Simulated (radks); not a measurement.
Problem. Isoelectronic series with 35 electrons, each ion in its NIST ground configuration. Method: scalar-relativistic Kohn-Sham, LDA (Slater exchange, Perdew-Wang correlation), spin-polarised, spherical densities, finite nucleus; open shells are filled with parallel spins first (spin-orbit coupling, left out, can overturn this in heavy ions); Fermi nuclear charge, rms radius of each element as measured or else 0.836 A^(1/3) + 0.57 fm; computed with a radial shooting solver on a logarithmic mesh with Libxc functionals. Total energies (hartree) and orbital eigenvalues (eV):

ion,configuration,E (hartree),4p down,4p up,4s down
I18+,[Ar] 3d10 4s2 4p5,-6981.48406,-525.8740,-527.9117,-584.4740
Xe19+,[Ar] 3d10 4s2 4p5,-7293.62459,-572.2706,-574.3779,-634.2055
Ba21+,[Ar] 3d10 4s2 4p5,-7940.5211,-670.5173,-672.7636,-739.4898
La22+,[Ar] 3d10 4s2 4p5,-8275.3775,-722.3718,-724.6874,-795.0617
Ce23+,[Ar] 3d10 4s2 4p5,-8617.9079,-776.0506,-778.4357,-852.6007
Pr24+,[Ar] 3d10 4s2 4p5,-8968.1686,-831.5573,-834.0116,-912.1184
Nd25+,[Ar] 3d10 4s2 4p5,-9326.2141,-888.8953,-891.4190,-973.6268
Pm26+,[Ar] 3d10 4s2 4p5,-9692.0976,-948.0688,-950.6619,-1037.138
Sm27+,[Ar] 3d10 4s2 4p5,-10065.8675,-1009.082,-1011.745,-1102.665
Eu28+,[Ar] 3d10 4s2 4p5,-10447.6229,-1071.940,-1074.672,-1170.226
Gd29+,[Ar] 3d10 4s2 4p5,-10837.4045,-1136.647,-1139.448,-1239.832
Tb30+,[Ar] 3d10 4s2 4p5,-11235.3283,-1203.208,-1206.079,-1311.505
Dy31+,[Ar] 3d10 4s2 4p5,-11641.3351,-1271.629,-1274.570,-1385.248

Estimate the row of Cs20+ ([Ar] 3d10 4s2 4p5).

Solution. E (hartree) -7613.2883; 4p down -620.4844; 4p up -622.6612; 4s down -685.8744.
